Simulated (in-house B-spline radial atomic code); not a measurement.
Cd⁷⁺. Computed with a B-spline radial atomic code. Model: all-electron spherical atom, spin shells full or empty, radial basis limit, no spin-orbit coupling, Breit or QED, empty-state partial waves extrapolated as (l+1/2)^-4, RPA, G0W0 and static COHSEX of the highest shell as one setting changes (uncorrelated shells keep exact exchange).

Empty levels are discrete states of a finite basis, so the steps are uneven.

Given: element Cd; charge 7; filled core Kr; hamiltonian one-electron scalar X2C; mean-field start PBE; highest l of empty states 9; nuclear rms radius 4.6087 fm; lowest nl shells left uncorrelated 7; highest mean-field shell 4d up; box radius 8.41 bohr.

Shell: 4d 5 0 (electrons up and down).

```json
{"highest empty level kept (hartree)": "21.33", "RPA correlation energy (hartree)": "-0.53703", "G0W0 level (eV)": "-131.51", "G0W0 minus most complete (meV)": "272.1", "COHSEX level (eV)": "-133.84", "linearised minus solved G0W0 (meV)": "-14.2"}
{"highest empty level kept (hartree)": "42.67", "RPA correlation energy (hartree)": "-0.57822", "G0W0 level (eV)": "-131.69", "G0W0 minus most complete (meV)": "97.4", "COHSEX level (eV)": "-134.41", "linearised minus solved G0W0 (meV)": "-14.7"}
{"highest empty level kept (hartree)": "74.67", "RPA correlation energy (hartree)": "-0.5919", "G0W0 level (eV)": "-131.74", "G0W0 minus most complete (meV)": "39.2", "COHSEX level (eV)": "-134.59", "linearised minus solved G0W0 (meV)": "-14.9"}
{"highest empty level kept (hartree)": "128", "RPA correlation energy (hartree)": "-0.59871", "G0W0 level (eV)": "-131.77", "G0W0 minus most complete (meV)": "10.3", "COHSEX level (eV)": "-134.67", "linearised minus solved G0W0 (meV)": "-15"}
{"highest empty level kept (hartree)": "213.33", "RPA correlation energy (hartree)": "-0.60013", "G0W0 level (eV)": "-131.78", "G0W0 minus most complete (meV)": "4.3", "COHSEX level (eV)": "-134.7", "linearised minus solved G0W0 (meV)": "-15"}
{"highest empty level kept (hartree)": "384", "RPA correlation energy (hartree)": "-0.60074", "G0W0 level (eV)": "-131.78", "G0W0 minus most complete (meV)": "1.6", "COHSEX level (eV)": "-134.71", "linearised minus solved G0W0 (meV)": "-15"}
{"highest empty level kept (hartree)": "640", "RPA correlation energy (hartree)": "?", "G0W0 level (eV)": "?", "G0W0 minus most complete (meV)": "?", "COHSEX level (eV)": "?", "linearised minus solved G0W0 (meV)": "?"}
{"highest empty level kept (hartree)": "1280", "RPA correlation energy (hartree)": "-0.60109", "G0W0 level (eV)": "-131.78", "G0W0 minus most complete (meV)": "0.2", "COHSEX level (eV)": "-134.71", "linearised minus solved G0W0 (meV)": "-15"}
{"highest empty level kept (hartree)": "2560", "RPA correlation energy (hartree)": "-0.60113", "G0W0 level (eV)": "-131.78", "G0W0 minus most complete (meV)": "0", "COHSEX level (eV)": "-134.72", "linearised minus solved G0W0 (meV)": "-15"}
{"highest empty level kept (hartree)": "5333.3", "RPA correlation energy (hartree)": "?", "G0W0 level (eV)": "?", "G0W0 minus most complete (meV)": "?", "COHSEX level (eV)": "?", "linearised minus solved G0W0 (meV)": "?"}
{"highest empty level kept (hartree)": "12800", "RPA correlation energy (hartree)": "-0.60114", "G0W0 level (eV)": "-131.78", "G0W0 minus most complete (meV)": "0", "COHSEX level (eV)": "-134.72", "linearised minus solved G0W0 (meV)": "-15"}
{"highest empty level kept (hartree)": "42667", "RPA correlation energy (hartree)": "-0.60114", "G0W0 level (eV)": "-131.78", "G0W0 minus most complete (meV)": "0", "COHSEX level (eV)": "-134.72", "linearised minus solved G0W0 (meV)": "-15"}
```

Task: What follows for highest empty level kept = 5333.3?

Result: RPA correlation energy -0.60114 hartree; G0W0 level -131.78 eV; G0W0 minus most complete 0 meV; COHSEX level -134.72 eV; linearised minus solved G0W0 -15 meV.

Task: What follows for highest empty level kept = 640?

Result: RPA correlation energy -0.60096 hartree; G0W0 level -131.78 eV; G0W0 minus most complete 0.7 meV; COHSEX level -134.71 eV; linearised minus solved G0W0 -15 meV.
